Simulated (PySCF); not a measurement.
Br$_{2}$, charge -1, doublet, at a GFN2-xTB geometry (a state made from the parent by changing its charge; the spin is typed, not shown lowest); PySCF with PW6B95/pcseg-1.

Here is a job for PySCF.
```python
from pyscf import gto, scf, dft

mol = gto.Mole()
mol.atom = '''
    Br   -0.000000   -0.000000   -1.520776
    Br    0.000000    0.000000    1.520776
'''
mol.basis = 'pcseg-1'
mol.charge = -1
mol.spin = 1
mol.verbose = 4
mol.build()

mf = dft.UKS(mol)
mf.xc = 'pw6b95'
mf.kernel()
mf.analyze()
```

What the program printed (banner, timings and long lists left out):

```
PySCF version 2.14.0

[INPUT] verbose = 4
[INPUT] num. atoms = 2
[INPUT] num. electrons = 71
[INPUT] charge = -1
[INPUT] spin (= nelec alpha-beta = 2S) = 1
[INPUT] symmetry False subgroup None
[INPUT] Mole.unit = angstrom
[INPUT] Symbol           X                Y                Z      unit          X                Y                Z       unit  Magmom
[...]
nuclear repulsion = 213.128719606635
number of shells = 6
number of NR pGTOs = 164
number of NR cGTOs = 54
basis = pcseg-1
ecp = {}

******** <class 'pyscf.dft.uks.UKS'> ********
method = UKS
initial guess = minao
damping factor = 0
level_shift factor = 0
DIIS = <class 'pyscf.scf.diis.CDIIS'>
diis_start_cycle = 1
diis_space = 8
diis_damp = 0
SCF conv_tol = 1e-09
SCF conv_tol_grad = None
SCF max_cycles = 50
direct_scf = True
direct_scf_tol = 1e-13
number electrons alpha = 36  beta = 35
XC library pyscf.dft.libxc version 7.1.2
    S. Lehtola, C. Steigemann, M. J. T. Oliveira, and M. A. L. Marques,  SoftwareX 7, 1–5 (2018)
XC functionals = pw6b95
    Y. Zhao and D. G. Truhlar,  J. Phys. Chem. A 109, 5656 (2005)
radial grids:
    Treutler-Ahlrichs [JCP 102, 346 (1995); DOI:10.1063/1.469408] (M4) radial grids

becke partition: Becke, JCP 88, 2547 (1988); DOI:10.1063/1.454033
pruning grids: <function nwchem_prune>
grids dens level: 3
symmetrized grids: False
atomic radii adjust function: <function treutler_atomic_radii_adjust>
small_rho_cutoff = 0
Set gradient conv threshold to 3.16228e-05
tot grids = 40848
init E= -5147.57157934689

cycle= 1 E= -5150.04296160109  delta_E= -2.47  |g|= 0.16  |ddm|= 0.947
cycle= 2 E= -5150.05425519733  delta_E= -0.0113  |g|= 0.108  |ddm|= 0.506
cycle= 3 E= -5150.06027512431  delta_E= -0.00602  |g|= 0.00751  |ddm|= 0.18
cycle= 4 E= -5150.06030346259  delta_E= -2.83e-05  |g|= 0.00423  |ddm|= 0.0146
cycle= 5 E= -5150.06031551718  delta_E= -1.21e-05  |g|= 0.00047  |ddm|= 0.00509
cycle= 6 E= -5150.06031572317  delta_E= -2.06e-07  |g|= 2.6e-05  |ddm|= 0.00111
cycle= 7 E= -5150.06031572405  delta_E= -8.76e-10  |g|= 2.63e-06  |ddm|= 9.66e-05
Extra cycle  E= -5150.06031572405  delta_E= -9.09e-13  |g|= 7.89e-07  |ddm|= 7.59e-06
converged SCF energy = -5150.06031572405  <S^2> = 0.75213837  2S+1 = 2.0021372
**** SCF Summaries ****
Total Energy =                       -5150.060315724049360
Nuclear Repulsion Energy =             213.128719606635030
One-electron Energy =                -7608.428813178725250
Two-electron Energy =                 2245.239777848040831
Two-electron Coulomb Energy =         2430.405950646566907
DFT Exchange-Correlation Energy =     -185.166172798526276
**** MO energy ****
                             alpha | beta                alpha | beta
[...]
To work with the spin densities directly, `use mulliken_meta_spin()` only printing them here.

 ** Mulliken spin pop alpha/beta on meta-lowdin orthogonal AOs **
 ** Mulliken Spin Density (per AO)  **
spin_pop of  0 Br 1s        0.00000
spin_pop of  0 Br 2s        0.00000
spin_pop of  0 Br 3s        0.00006
spin_pop of  0 Br 4s        0.00336
spin_pop of  0 Br 5s        0.00014
spin_pop of  0 Br 2px       0.00000
spin_pop of  0 Br 2py       0.00000
spin_pop of  0 Br 2pz       0.00000
spin_pop of  0 Br 3px      -0.00000
spin_pop of  0 Br 3py      -0.00000
spin_pop of  0 Br 3pz       0.00011
spin_pop of  0 Br 4px       0.00025
spin_pop of  0 Br 4py       0.00025
spin_pop of  0 Br 4pz       0.49578
spin_pop of  0 Br 5px      -0.00023
spin_pop of  0 Br 5py      -0.00023
spin_pop of  0 Br 5pz       0.00024
spin_pop of  0 Br 3dxy     -0.00000
spin_pop of  0 Br 3dyz     -0.00001
spin_pop of  0 Br 3dz^2    -0.00001
spin_pop of  0 Br 3dxz     -0.00001
spin_pop of  0 Br 3dx2-y2   -0.00000
spin_pop of  0 Br 4dxy      0.00000
spin_pop of  0 Br 4dyz     -0.00002
spin_pop of  0 Br 4dz^2     0.00032
spin_pop of  0 Br 4dxz     -0.00002
spin_pop of  0 Br 4dx2-y2    0.00000
spin_pop of  1 Br 1s        0.00000
spin_pop of  1 Br 2s        0.00000
spin_pop of  1 Br 3s        0.00006
spin_pop of  1 Br 4s        0.00336
spin_pop of  1 Br 5s        0.00014
spin_pop of  1 Br 2px       0.00000
spin_pop of  1 Br 2py       0.00000
spin_pop of  1 Br 2pz       0.00000
spin_pop of  1 Br 3px      -0.00000
spin_pop of  1 Br 3py      -0.00000
spin_pop of  1 Br 3pz       0.00011
spin_pop of  1 Br 4px       0.00025
spin_pop of  1 Br 4py       0.00025
spin_pop of  1 Br 4pz       0.49578
spin_pop of  1 Br 5px      -0.00023
spin_pop of  1 Br 5py      -0.00023
spin_pop of  1 Br 5pz       0.00024
spin_pop of  1 Br 3dxy     -0.00000
spin_pop of  1 Br 3dyz     -0.00001
spin_pop of  1 Br 3dz^2    -0.00001
spin_pop of  1 Br 3dxz     -0.00001
spin_pop of  1 Br 3dx2-y2   -0.00000
spin_pop of  1 Br 4dxy      0.00000
spin_pop of  1 Br 4dyz     -0.00002
spin_pop of  1 Br 4dz^2     0.00032
spin_pop of  1 Br 4dxz     -0.00002
spin_pop of  1 Br 4dx2-y2    0.00000
 ** Mulliken Spin Density (per atom)  **
spin density of  0 Br =      0.50000
spin density of  1 Br =      0.50000
 ** Mulliken pop alpha/beta on meta-lowdin orthogonal AOs **
 ** Mulliken pop       alpha | beta **
In total            36.00000 | 35.00000
 ** Mulliken atomic charges   ( Nelec_alpha | Nelec_beta ) **
charge of  0Br =     -0.50000  (    18.00000     17.50000 )
charge of  1Br =     -0.50000  (    18.00000     17.50000 )

WARN: System has nonzero charge -1; the dipole moment is origin-dependent.
Location of origin: [0. 0. 0.]

Dipole moment(X, Y, Z, Debye):  0.00000,  0.00000,  0.00000
```
